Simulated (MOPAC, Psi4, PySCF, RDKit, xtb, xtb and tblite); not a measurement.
Two geometries of C3H13NSi2, SMILES CC(C)[SiH2][SiH2]N, relaxed at GFN2-xTB with one dihedral held; other torsions can differ between them too.

Structure A

```
19

C     -1.8884    -1.2408     0.1514
C     -1.4694     0.1255    -0.3826
C     -1.7485     1.2100     0.6537
Si     0.3693     0.1466    -0.9252
Si     1.9199    -0.0986     0.7672
N      1.1186    -0.2654     2.2924
H     -1.3294    -1.4931     1.0508
H     -1.7104    -2.0178    -0.5895
H     -2.9489    -1.2494     0.4043
H     -2.0890     0.3367    -1.2620
H     -1.5049     2.1929     0.2555
H     -1.1517     1.0485     1.5491
H     -2.8007     1.2118     0.9400
H      0.5661     1.4122    -1.6521
H      0.4983    -0.9070    -1.9488
H      2.7649     1.0809     0.9859
H      2.8550    -1.2084     0.4835
H      0.4414    -1.0021     2.4124
H      1.6742    -0.1933     3.1303
```

Structure B

```
19

C     -1.8194    -1.2146     0.2058
C     -1.4518     0.1447    -0.3811
C     -1.6966     1.2461     0.6455
Si     0.3628     0.1581    -0.9893
Si     1.8468    -0.2486     0.7291
N      2.2984    -1.9115     0.6165
H     -1.1836    -1.4480     1.0585
H     -1.6955    -2.0014    -0.5357
H     -2.8564    -1.2255     0.5423
H     -2.1130     0.3325    -1.2343
H     -1.4634     2.2235     0.2276
H     -1.0756     1.0952     1.5272
H     -2.7389     1.2540     0.9653
H      0.5856     1.4707    -1.6208
H      0.4426    -0.8116    -2.0982
H      1.3207    -0.1508     2.0981
H      2.9975     0.6788     0.6922
H      2.5435    -2.2927    -0.2827
H      2.9039    -2.3009     1.3214
```

Question: Which is lower in energy at the level PBE0-D3(BJ)/def2-SVP // GFN2-xTB (Psi4), and by how much?

Answer: A is lower, by 1.59 kJ/mol (dihedral C2–Si4–Si5–N6: 0° in A, 100° in B).

E(B) − E(A) in kJ/mol at the other levels, on the same two geometries: GFN2-xTB (xtb and tblite) -2.60; MMFF94 // GFN2-xTB (RDKit) -0.43; PBE0/def2-SVP // GFN2-xTB (Psi4) 0.80; PBE/def2-SVP // GFN2-xTB (Psi4) 1.53; PBE-D3(BJ)/def2-SVP // GFN2-xTB (Psi4) 2.39; UFF // GFN2-xTB (RDKit) -0.69; AM1, restricted, heats of formation // GFN2-xTB (MOPAC) 3.88; PM6, restricted, heats of formation // GFN2-xTB (MOPAC) 2.76; GFN1-xTB // GFN2-xTB (xtb) -1.10; restricted B3LYP/6-31G*, spherical d, density fitting // GFN2-xTB (PySCF) 0.06; restricted Hartree-Fock/STO-3G // GFN2-xTB (PySCF) 1.19; restricted B3LYP/6-311+G**, spherical d, density fitting // GFN2-xTB (PySCF) -2.38; restricted MP2 (frozen core)/3-21G // GFN2-xTB (PySCF) 2.55.
